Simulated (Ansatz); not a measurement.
Compare A (`BC(F)[SiH3]`) with its isomer B (`BC[SiH2]F`).

Gas-phase electronic energies from Ansatz, PBE0-D4/def2-TZVP geometries. CBS: MP2 limit from def2 TZ/QZ plus the TZ coupled-cluster correction, frozen cores. Functionals use def2-TZVPP. B3LYP here is the variant with VWN-RPA as its local correlation; programs differ in this. One conformer a species, not always the lowest.

A:

```xyz
10

B     0.141    0.764    1.254
C    -0.814    0.022    0.335
F    -1.826    0.760   -0.269
Si    0.431   -0.563   -1.035
H     0.957    0.110    1.839
H     0.162    1.956    1.303
H    -1.234   -0.916    0.717
H    -0.371   -0.797   -2.259
H     1.093   -1.810   -0.580
H     1.461    0.474   -1.306
```

B:

```xyz
10

B     0.209   -1.086    1.135
C    -0.112   -0.688   -0.315
Si   -0.063    1.169   -0.539
F    -0.420    1.486   -2.068
H    -0.660   -1.164    1.954
H     1.340   -1.273    1.480
H    -1.127   -0.957   -0.628
H     0.620   -1.053   -1.043
H     1.288    1.717   -0.277
H    -1.076    1.850    0.301
```

(1) Which is lower in electronic energy at CCSD(T)/CBS, and by how much? (Estimate.)

(2) Give E(B) − E(A) in kJ/mol with CCSD(T)/def2-SVP, B2PLYP, CCSD/def2-TZVPP, CCSD(T)/def2-TZVPP, B3LYP, BLYP-D4, PBE-D4. (An estimate is asked.)

(3) Does the order hold for the free energy at 298.15 K (harmonic terms from PBE0-D4)? (Best estimate.)

Largest T1 diagnostic: 0.013.

Answers

(1) The calculation gave: B, by 255.9 kJ/mol.

(2) Ansatz gave: CCSD(T)/def2-SVP -229.1, B2PLYP -251.1, CCSD/def2-TZVPP -254.9, CCSD(T)/def2-TZVPP -251.9, B3LYP -241.9, BLYP-D4 -230.8, PBE-D4 -226.1. None reverses the order clearly.

(3) Ansatz gave: Yes: G(B) − G(A) = -248.1 kJ/mol, for one conformer each.

From PBE to PBE0 (25 % exact exchange), in def2-TZVPP and without D4, E(B) − E(A) moves by −12.1 kJ/mol. Leaving LDA and LC-ωPBE aside and taking each functional with its dispersion term where it has one, the values, not all of them listed here, spread over 29.5 kJ/mol, from PBE-QIDH to revPBE-D4. LDA lies +3.9 kJ/mol from PBE without D4.
